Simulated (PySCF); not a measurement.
B(Me)(vinyl)(NH2) (C3H8BN), SMILES C=CB(C)N. The structure is a stationary point at PBE-D3(BJ)/def2-SVP. This is a generated structure with no PubChem entry under its InChIKey; it may be hypothetical. One conformer was computed; it need not be the lowest.

Computed equilibrium geometry at PBE-D3(BJ)/def2-SVP (PySCF confirms it by a frequency run) as Cartesian coordinates in Å (one conformer of several):
```xyz
13

B      0.2221     0.2210     0.3662
C      1.3628    -0.0979     1.4216
H      1.3603    -1.1752     1.6942
H      1.3020     0.4930     2.3585
H      2.3602     0.0909     0.9669
C      0.1535    -0.5674    -0.9989
C     -0.9839    -0.8718    -1.6604
H      1.0983    -0.9549    -1.4278
H     -0.9956    -1.4584    -2.5956
H     -1.9743    -0.5613    -1.2796
N     -0.7442     1.2099     0.6309
H     -0.7845     1.7333     1.5057
H     -1.4615     1.4803    -0.0432
```
Charge 0, spin multiplicity 1.
